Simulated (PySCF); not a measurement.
BHFBr, SMILES B(F)Br. Geometry optimised at B3LYP-D3(BJ)/def2-TZVP.

TDA-PBE0/def2-SVPD run with PySCF puts the lowest singlet excitations at 5.74, 6.91, 6.97, 8.03, 8.44, 8.47 eV.

Q: What are the lowest excitation roots from ADC(2)/aug-cc-pVDZ run with PySCF 2.14.0? (The exact figures need the calculation; the answer reports its results.)

A: 6.25, 7.04, 7.23, 8.06, 8.49, 8.62 eV. S1 differs by 0.52 eV (second minus first; roots are paired by order, and the bases may differ).
